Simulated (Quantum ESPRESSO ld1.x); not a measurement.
The numbers below are computed, except where a source is named.
Question: Successive ionisation energies (eV) of one element, from differences of total energies of ions in their ground configurations, starting at charge 7: 116.96, 139.41, 158.30, 177.68, 197.51, 217.72, 313.59. Code: ld1.x of Quantum ESPRESSO 7.5. Model: scalar-relativistic Kohn-Sham, LDA (Slater exchange, Perdew-Zunger correlation), spin-polarised, spherical densities, point nucleus; open shells are filled with parallel spins first. Which element is it?

Answer: Thallium (Z = 81). The first species listed is Tl7+ in [Xe] 4f14 5d6, the last Tl13+ in [Xe] 4f14.
